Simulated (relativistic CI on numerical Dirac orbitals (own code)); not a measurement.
Radial Dirac CI calculation of Si XII.

Command:

```sh
python run_levels.py task.json out
```

Input:

```
atom Si  Z=14  charge=11  electrons=3
nucleus A=28  rms_radius_fm=3.1224
hamiltonian dirac-coulomb  breit=on  qed=on  c_scale=1
orbitals kli  potential=per-configuration
slater_scale 1
correlation none
mixing on
grid step=0.0125 r_max=8.6
scf mixing=2.5 start=green max_iterations=83 tolerance=2e-08 node_fill=0.05
configurations
  [He] 2s
  [He] 2p
  [He] 3s
  [He] 3p
  [He] 3d
end
```

Output:

```
SCF 1: [He] 2s
 iter      energy (Ha)   residual   last orbital (Ha)
    1      -206.750871   9.86e-01    -21.93487
    2      -206.216489   1.75e+00    -15.82083
    3      -207.075495   2.04e-02    -19.16141
    4      -207.075823   2.42e-03    -19.22098
    5      -207.075836   3.96e-05    -19.21781
    6      -207.075836   5.08e-07    -19.21792
    7      -207.075836   1.57e-07    -19.21792
    8      -207.075836   1.53e-09    -19.21792
SCF 2: [He] 2p
 iter      energy (Ha)   residual   last orbital (Ha)
    1      -205.721546   1.03e+00    -21.80818
    2      -204.874082   1.86e+00    -14.19966
    3      -206.169153   3.20e-02    -18.25496
    4      -206.169693   3.90e-03    -18.32168
    5      -206.169700   1.36e-04    -18.31503
    6      -206.169697   9.95e-07    -18.31531
    7      -206.169697   7.58e-07    -18.31531
    8      -206.169697   4.12e-09    -18.31531
SCF 3: [He] 3s
 iter      energy (Ha)   residual   last orbital (Ha)
    1      -196.033293   9.60e-01     -9.00064
    2      -195.760558   1.69e+00     -7.42989
    3      -196.190667   1.10e-02     -8.33570
    4      -196.190699   2.15e-03     -8.34320
    5      -196.190701   1.57e-04     -8.34379
    6      -196.190701   1.90e-06     -8.34380
    7      -196.190701   1.30e-06     -8.34380
    8      -196.190701   9.75e-09     -8.34380
SCF 4: [He] 3p
 iter      energy (Ha)   residual   last orbital (Ha)
    1      -195.767912   9.91e-01     -8.89578
    2      -195.535291   1.76e+00     -6.90121
    3      -195.940560   6.07e-03     -8.07862
    4      -195.940602   1.94e-03     -8.09000
      ... 5 steps not shown
SCF 5: [He] 3d
 iter      energy (Ha)   residual   last orbital (Ha)
    1      -195.639241   8.94e-01     -8.67540
    2      -195.363924   1.56e+00     -7.27526
    3      -195.848035   7.16e-03     -7.98050
    4      -195.848147   1.04e-03     -8.00536
    5      -195.848146   8.37e-05     -8.00468
    6      -195.848146   3.30e-07     -8.00473
    7      -195.848146   1.16e-07     -8.00473
    8      -195.848146   2.75e-09     -8.00473
orbital energies (Ha): 1s -85.2987  2s -19.2179
configuration averages (Ha): Dirac-Coulomb, Breit, QED
  2s                            -207.075836    0.036960    0.035321
  2p                            -206.169697    0.037359    0.033382
  3s                            -196.190701    0.034969    0.034006
  3p                            -195.940592    0.035099    0.033445
  3d                            -195.848146    0.034234    0.033481
levels: no., configuration, term, J, E (cm-1), weight
   1 2s                     2S   1/2              0.0  1.00
   2 2p                     2P*  1/2         193116.6  1.00
   3 2p                     2P*  3/2         201239.0  1.00
   4 3s                     2S   1/2        2388238.7  1.00
   5 3p                     2P*  1/2        2441449.5  1.00
   6 3p                     2P*  3/2        2443829.7  1.00
   7 3d                     2D   3/2        2462693.9  1.00
   8 3d                     2D   5/2        2463441.6  1.00
lowest total energy -207.003554 Ha
end: converged
```

Against the reference input this run has: SCF mixing 2.5. The reference run ends at -207.003554 Ha with Breit and QED terms. The iteration limit was 83 against 150. The change (SCF mixing 2.5) leaves the energy and the levels as they were.
